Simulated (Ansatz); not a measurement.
`[OH][Sn]([F])[Cl]` radical, charge 0, multiplicity 2.

Task: Give a relaxed structure at PBE0-D4/def2-TZVP (Ansatz). (Estimate.)

Result: The calculation gave: 
Z-matrix (Å, degrees):
```
Sn
O 1 1.960
Cl 1 2.329 2 107.8
F 1 1.926 2 103.3 3 -113.9
H 2 0.964 1 111.5 3 141.8
```
